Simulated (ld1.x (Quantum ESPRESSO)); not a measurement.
## u(r) = r·R(r): atom against pseudo-atom (F (Z = 9))

Columns: radius, all-electron u(r) and pseudo u(r) of the 2p shell (level -11.30 eV) of fluorine in the configuration [He] 2s2 2p5; LDA (PZ), non-relativistic, ultrasoft scheme, ld1.x (Quantum ESPRESSO) 7.5.

```
r (bohr)  all-electron  pseudo
   0.068        0.0733  0.0129
   0.135        0.2197  0.0499
   0.202        0.3797  0.1085
   0.270        0.5285  0.1860
   0.338        0.6523  0.2765
   0.405        0.7473  0.3724
   0.473        0.8177  0.4706
   0.540        0.8641  0.5625
   0.608        0.8918  0.6457
   0.675        0.9033  0.7139
   0.742        0.9025  0.7660
   0.810        0.8920  0.8013
   0.878        0.8740  0.8192
   0.945        0.8511  0.8214
   1.013        0.8239  0.8105
   1.080        0.7947  0.7900
   1.148        0.7634  0.7625
   1.215        0.7316  0.7317
   1.283        0.6991  0.6992
   1.350        0.6672  0.6672
   1.418        0.6352  0.6352
   1.485        0.6044  0.6044
   1.553        0.5739  0.5739
   1.620        0.5448  0.5448
   1.688        0.5164  0.5164
   1.755        0.4894  0.4894
```

How many radial nodes do the two functions have?

The all-electron 2p function has n − l − 1 = 0; the pseudo-wave has 0.

At about which radius was the pseudo-wave matched?

1.35 bohr. The columns agree to 0.0005 from 1.22 bohr on; several derivatives are matched, so the curves merge somewhat inside the radius.

Is the pseudo-wave norm-conserving?

No, it belongs to an ultrasoft set: the norm inside the radius is not constrained, and the difference is carried by the augmentation charge.
